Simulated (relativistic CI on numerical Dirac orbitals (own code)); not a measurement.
## Hyperfine structure of Ne IX, mass number 21

Computed by Dirac-Coulomb-Breit CI, separate exchange-only KLI orbitals for each configuration, model QED (radiative potential, 1s self-energy scaled to tabulated hydrogen-like ionisation energies), unscaled Slater integrals (own radial code, finite nucleus).

Configuration list: 1s2, 1s 2s, 1s 2p, 1s 3s, 1s 3p, 1s 3d, 1s 4s, 1s 4p, 1s 4d, 1s 4f, 1s 5s, 1s 5p, 1s 5d, 1s 5f, 1s 5g, 1s 6s, 1s 6p, 1s 6d. Levels of other configurations are missing.

Nuclear spin I = 3/2, μ = -0.6617 μN, Q = 0.1016 b (tables of Stone and Pyykkö). The electronic factors are computed for point nuclear moments, without core polarisation or the Bohr-Weisskopf and QED corrections.

```json
{"Level": "1s 2s 3S_1", "E (10³ cm⁻¹)": "7290.3", "A (MHz)": "-62000", "B (MHz)": "-0.000697"}
{"Level": "1s 2p 3P°_1", "E (10³ cm⁻¹)": "7369.2", "A (MHz)": "-31280", "B (MHz)": "-162"}
{"Level": "1s 2p 3P°_2", "E (10³ cm⁻¹)": "7370.7", "A (MHz)": "-28600", "B (MHz)": "324"}
{"Level": "1s 2p 1P°_1", "E (10³ cm⁻¹)": "7430.6", "A (MHz)": "437", "B (MHz)": "312"}
{"Level": "1s 3s 3S_1", "E (10³ cm⁻¹)": "8612.8", "A (MHz)": "-58010", "B (MHz)": "-0.000264"}
{"Level": "1s 3p 3P°_1", "E (10³ cm⁻¹)": "8634.4", "A (MHz)": "-30440", "B (MHz)": "-49"}
{"Level": "1s 3p 3P°_2", "E (10³ cm⁻¹)": "8634.9", "A (MHz)": "-28330", "B (MHz)": "97.8"}
{"Level": "1s 3d 3D_1", "E (10³ cm⁻¹)": "8646.2", "A (MHz)": "28090", "B (MHz)": "8.72"}
```

Levels with J = 0, under 50 % of one LS term, or S terms without an open s electron are left out. Small factors come from cancelling terms and can be off by tens of per cent or more.

(1) Give the hyperfine levels of 1s 2s 3S_1 relative to its centre of gravity.

Answers

(1) With K = F(F + 1) − I(I + 1) − J(J + 1), E = AK/2 + B[¾K(K + 1) − I(I + 1)J(J + 1)]/[2I(2I − 1)J(2J − 1)]: F = 1/2: 155000, F = 3/2: 62000, F = 5/2: -93000 MHz.

LS names give the leading component of a level, which can be under half, so a name can repeat, a term be missing and a line seem to break the LS rules.
